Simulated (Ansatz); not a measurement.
# Changing the shape of ZnO, singlet

Program: Ansatz, Gaussian basis, development build. Basis cc-pVTZ, nonrelativistic, 6 orbitals frozen in the corrections; active space CAS(10,10), shells under the valence barred from it. Restricted Hartree–Fock, then the lowest state-specific CASSCF solution met for each case. On stretched bonds single-reference methods can fail or change state. Unlike active orbitals can shift such differences by tenths of an eV, at times by over 1 eV.

Case A: bond length 1.6198 Å.

Case B: bond length 1.5345 Å.

Case C: bond length 1.6964 Å.

Energy less that of case A, in eV:

| case | RHF/ROHF | CASSCF |
| --- | --- | --- |
| B | +0.483 | +0.548 |
| C | -0.156 | -0.237 |

Give the SC-NEVPT2 energies against case A.

B: +0.380 eV (8.8 kcal/mol); C: -0.089 eV (-2.1 kcal/mol).

Which case is lowest, and do the methods agree?

C is lowest in SC-NEVPT2. Of the methods shown, RHF/ROHF, CASSCF agree.
